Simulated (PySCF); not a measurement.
## How methods differ on the excitation energy of Ti(2+)

Ti(2+) [Ar] 3d2 (3F) → Ti(2+) [Ar] 3d1 4s1 (3D), as a difference of total energies. Computed with PySCF 2.14 in x2c-QZVPPall, with the spin-free X2C one-electron Hamiltonian (Gaussian nucleus). Correlated levels: valence and next inner shell: [Ne] frozen. The calculations carry no spin-orbit coupling.

| method | excitation energy (cm⁻¹) |
| --- | --- |
| UHF | 36862 |
| MP2 (valence and next inner shell) | 36350 |
| SCS-MP2 (valence and next inner shell) | 36687 |
| CCSD (valence and next inner shell) | 36308 |
| CCSD(T) (valence and next inner shell) | 36144 |

The basis was made for the ground configuration and has no added diffuse functions, so the excitation energy can come out too high.
